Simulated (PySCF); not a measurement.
Vertical excitations of a molecule CH7FOSi2 from TDA-CAM-B3LYP/def2-SVPD run with PySCF 2.14.0, as energy in eV (oscillator strength): 7.77 (0.002), 7.94 (0.018), 8.18 (0.001), 8.43 (0.043), 8.59 (0.047), 8.72 (0.016), 8.97 (0.125), 9.09 (0.024), 9.19 (0.067), 9.31 (0.108). Lowest triplet (TDA): 7.37 eV. Geometry: ωB97X-D3(BJ)/def2-SVP. Other conformers were not sampled.

Task: Pick the molecule that these values belong to.
A. C[Si@@H](F)O[SiH3]
B. O[C@@H]([SiH3])[SiH2]F
C. O[SiH2][SiH2]CF
D. C[SiH2]O[SiH2]F

Result: D, C[SiH2]O[SiH2]F
